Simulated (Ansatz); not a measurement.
`Brc1cccc2cc3ccccc3cc12`, 24 atoms. Hardware: 4 threads of Arm Neoverse V1 on a shared host.

(1) How many basis functions does each of these Ansatz runs have, and roughly what does it cost? r2SCAN-D4/def2-TZVP, charge 0 singlet, energy, from earlier orbitals; HF/STO-3G, charge 0 singlet, energy; PBE0-D4/def2-SVP, charge 1 doublet, energy, from earlier orbitals; PBE0-D4/def2-SVP, charge 1 doublet at the geometry of the charge 0 singlet, energy; PBE0-D4/def2-SVP, charge 0 singlet, relaxation, 4 steps; PBE-D4/def2-SVP, charge -1 doublet, energy, from earlier orbitals; PBE0-D4/def2-TZVP, charge 0 singlet, energy and forces, from earlier orbitals; PBE0-D4/def2-SVP, charge -1 doublet, energy, from earlier orbitals; PBE-D4/def2-SVP, charge 1 doublet at the geometry of the charge 0 singlet, energy, from earlier orbitals; PBE0-D4/def2-SVP, charge 1 doublet, relaxation, 4 steps; PBE-D4/def2-SVP, charge 0 singlet, energy, from earlier orbitals; PBE0-D4/def2-SVP, charge -1 doublet at the geometry of the charge 0 singlet, energy.

Results:

(1) Other jobs shared the machine, so times can vary by a factor of up to 3. A dash marks memory too small to be measured apart from the calling script's.

```json
{"run": "HF/STO-3G, charge 0 singlet, energy", "functions": "97", "fitting or Cholesky vectors": "1310", "wall time": "1.3 s", "peak host memory (GiB)": "–"}
{"run": "PBE-D4/def2-SVP, charge 0 singlet, energy, from earlier orbitals", "functions": "273", "fitting or Cholesky vectors": "3079", "wall time": "6.5 s", "peak host memory (GiB)": "0.57"}
{"run": "PBE-D4/def2-SVP, charge -1 doublet, energy, from earlier orbitals", "functions": "273", "fitting or Cholesky vectors": "3079", "wall time": "13 s", "peak host memory (GiB)": "0.67"}
{"run": "PBE-D4/def2-SVP, charge 1 doublet at the geometry of the charge 0 singlet, energy, from earlier orbitals", "functions": "273", "fitting or Cholesky vectors": "3079", "wall time": "13 s", "peak host memory (GiB)": "0.67"}
{"run": "PBE0-D4/def2-SVP, charge -1 doublet, energy, from earlier orbitals", "functions": "273", "fitting or Cholesky vectors": "2815", "wall time": "16 s", "peak host memory (GiB)": "1.7"}
{"run": "PBE0-D4/def2-SVP, charge 1 doublet, energy, from earlier orbitals", "functions": "273", "fitting or Cholesky vectors": "2813", "wall time": "18 s", "peak host memory (GiB)": "1.6"}
{"run": "PBE0-D4/def2-SVP, charge -1 doublet at the geometry of the charge 0 singlet, energy", "functions": "273", "fitting or Cholesky vectors": "2808", "wall time": "28 s", "peak host memory (GiB)": "1.8"}
{"run": "PBE0-D4/def2-SVP, charge 1 doublet at the geometry of the charge 0 singlet, energy", "functions": "273", "fitting or Cholesky vectors": "2808", "wall time": "28 s", "peak host memory (GiB)": "1.8"}
{"run": "r2SCAN-D4/def2-TZVP, charge 0 singlet, energy, from earlier orbitals", "functions": "536", "fitting or Cholesky vectors": "3292", "wall time": "31 s", "peak host memory (GiB)": "1.8"}
{"run": "PBE0-D4/def2-TZVP, charge 0 singlet, energy and forces, from earlier orbitals", "functions": "536", "fitting or Cholesky vectors": "3562", "wall time": "54 s", "peak host memory (GiB)": "4.4"}
{"run": "PBE0-D4/def2-SVP, charge 0 singlet, relaxation, 4 steps", "functions": "273", "fitting or Cholesky vectors": "3169", "wall time": "58 s", "peak host memory (GiB)": "1.4"}
{"run": "PBE0-D4/def2-SVP, charge 1 doublet, relaxation, 4 steps", "functions": "273", "fitting or Cholesky vectors": "3175", "wall time": "99 s", "peak host memory (GiB)": "1.6"}
```
